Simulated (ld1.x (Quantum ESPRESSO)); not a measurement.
## What one change does to a pseudopotential (Mo (Z = 42), TM)

ld1.x (Quantum ESPRESSO) 7.5 input, shortened:

```
&input
   title='Mo', zed=42., rel=1, dft='PBE', iswitch=3,
   config='[Kr] 4d5 5s1 5p0'
 /
 &inputp
   pseudotype=2, tm=.true., lloc=1,
   nlcc=.false.
 /
3
4S  1  0   2.00   0.00  1.10  1.10  0.0
4D  3  2   5.00   0.00  2.10  2.10  0.0
4P  2  1   6.00   0.00  1.25  1.25  0.0
 &test
   configts(1)='4s2 4p6 4d5 5s1 5p0'
 /
```

Occupied shells without a wave of their own: 5s. They enter only through the test configuration that unscreens the potential.

All-electron outer shells of the reference configuration (PBE, scalar-relativistic, ld1.x):

| shell | level (eV) | outermost node (bohr) | outermost maximum (bohr) |
| --- | --- | --- | --- |
| 3p | -379.25 | 0.17 | 0.38 |
| 3d | -220.98 | – | 0.32 |
| 4s | -64.35 | 0.51 | 0.99 |
| 4p | -38.49 | 0.52 | 1.08 |
| 5s | -4.09 | 1.34 | 2.93 |
| 4d | -3.75 | 0.53 | 1.38 |
| 5p | -1.04 | 1.54 | 4.11 |

Change: core correction a·sin(br)/r model core inside 0.56 bohr (5s counted twice).

Cutoffs: the cutoffs (Ry, on a coarse ladder) from which the occupation-weighted sum of valence levels, in a spherical-Bessel basis at the reference potential, stays within 10 and 1 mRy of its value at 400 Ry; they do not see the model core or the augmentation charge, which bear on the density cutoff. Errors are all-electron minus pseudo energies relative to the spin-unpolarised reference configuration.

Task: How do hardness, ghosts and transferability respond?

Result: The potential gets neither clearly harder nor softer (110 Ry and 180 Ry → 110 Ry and 180 Ry); of the 7 tests that both files solve, the error grows in 6 and shrinks in 1 by more than 15 % and 0.3 meV (median size 15.9 → 29.8 meV); neither file shows a bound ghost. In the changed file ld1.x takes every shell without a wave as core, so the model core holds the 5s electrons as well and exchange and correlation see them twice. This cancels in the reference configuration, but the file is broken for other ones, and its errors say nothing about a proper core correction. A model core, the more so a compact one, raises the density cutoff, which this test does not measure.

```csv
quantity,base,changed
"cutoff, loose",110 Ry,110 Ry
"cutoff, tight",180 Ry,180 Ry
bound ghosts,none,none
"error for 4s2 4p6 4d5 5s0 5p0, meV [ΔE 6.89 eV]",-19,-107
"error for 4s2 4p6 4d4 5s0 5p0, meV [ΔE 22.35 eV]",-28,-249
"error for 4s2 4p6 4d3 5s0 5p0, meV [ΔE 49.10 eV]",-32,-398
"error for 4s2 4p6 4d5 5s0 5p1, meV [ΔE 3.14 eV]",-6.0,-23
"error for 4s2 4p6 4d6 5s0 5p0, meV [ΔE 0.76 eV]",-13,-19
"error for 4s2 4p6 4d4 5s1 5p1, meV [ΔE 3.74 eV]",+16,-0.9
"error for 4s2 4p6 4d5 5s0.5 5p0, meV [ΔE 2.73 eV]",-8.3,-30
s: phases at 2.30 bohr within 0.05 rad from the reference energy up to (Ry; the scan ends near 5),to the end of the scan,to the end of the scan
p: phases at 2.30 bohr within 0.05 rad from the reference energy up to (Ry; the scan ends near 5),1.5,1.5
d: phases at 2.30 bohr within 0.05 rad from the reference energy up to (Ry; the scan ends near 5),to the end of the scan,to the end of the scan
```
